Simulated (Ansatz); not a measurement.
`C=C=C=[N][AlH2]` + `OB1CC1` → `[AlH2][O]B1CC1` + `C=C=C=N`  (ligand exchange at the Al–N bond)

Isolated molecules relaxed with PBE0-D4/def2-TZVP in Ansatz; ΔE leaves out vibrations. CCSD(T)/CBS is the MP2 limit (def2-TZVPP, def2-QZVPP) plus CCSD(T) − MP2 in def2-TZVPP, frozen cores. DFT in def2-TZVPP. Each species was taken in one conformer, which may not be the lowest.

Q: Is it downhill or uphill in electronic energy at CCSD(T)/CBS, and by how much? (Best estimate.)

A: Ansatz gave: Downhill: ΔE = -30.9 kJ/mol.

Q: What do these levels give: r2SCAN-D4, PBE0-D4, PBE, HF/def2-TZVPP, MP2/def2-QZVPP, HF/CBS(def2)? (Best estimate.)

A: The calculation gave: r2SCAN-D4 -24.8, PBE0-D4 -22.5, PBE -20.3, HF/def2-TZVPP -33.9, MP2/def2-QZVPP -23.7, HF/CBS(def2) -35.4 kJ/mol.

Largest T1 diagnostic among the species: 0.016.

In def2-TZVPP, CCSD(T) changes the Hartree–Fock value by +4.6 kJ/mol (the triples alone add +2.0 kJ/mol) and MP2 by +11.5 kJ/mol.
